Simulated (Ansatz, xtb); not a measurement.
## Ranking isomers of C2H4F3GeNSi

4 gas-phase structures of C2H4F3GeNSi, from a drawn sample of its isomers (lower ones may exist). Each was relaxed with GFN2-xTB; where two conformers were screened, the lower at r2SCAN-D4/def2-SVP is listed:

A. `N#C[SiH]([GeH3])C(F)(F)F`, a singlet
B. `N#[C][GeH2][SiH2]C(F)(F)F`, a singlet
C. `N#C[SiH2][GeH2][C](F)(F)F`, a singlet
D. `N#[C][GeH]([SiH3])[C](F)(F)F`, a singlet

Question: Which do you expect lowest at r2SCAN-D4/def2-SVP, and how would the others follow?

Answer: Calculated order at r2SCAN-D4/def2-SVP: C (0.000), A (0.038), B (0.144), D (0.152) eV. Less than 1 kcal/mol parts C and A; B and D, so the order within those pairs means little.

Energies above the lowest of each column, in eV; the last columns are at B3LYP-D3(BJ)/def2-SVP geometries:

| structure | GFN2-xTB | HF/STO-3G | r2SCAN-D4/def2-SVP | B3LYP-D3(BJ)/def2-SVP | CCSD(T)/def2-SVP + ΔMP2/def2-TZVPP |
| --- | --- | --- | --- | --- | --- |
| C | 0.144 | 0.065 | 0.000 | 0.029 | 0.009 |
| A | 0.551 | 0.003 | 0.038 | 0.000 | 0.000 |
| B | 0.306 | 0.000 | 0.144 | 0.137 | 0.075 |
| D | 0.000 | 0.148 | 0.152 | 0.179 | 0.130 |

CCSD(T)/def2-SVP + ΔMP2/def2-TZVPP puts A lowest, with C within 1 kcal/mol; GFN2-xTB picks D. CCSD(T)/def2-SVP + ΔMP2/def2-TZVPP orders those it was run on as A (0.000), C (0.009), B (0.075), D (0.130) eV. Less than 1 kcal/mol parts A and C, so the order within that pair means little. Flexible structures stand in one conformer each, not always the lowest. B keeps a small imaginary mode. Frequencies (GFN2-xTB) were run for B, C, D alone. ΔMP2 is the change of the MP2 energy from the smaller to the larger basis.

Over these structures GFN2-xTB departs from r2SCAN-D4/def2-SVP by 0.173 eV on average once a common shift is removed. A GFN2-xTB relaxation took about 0.33 s and the r2SCAN-D4/def2-SVP energy about 5.6 s on a shared host (Ansatz 0.2.0, xtb 6.7.1).
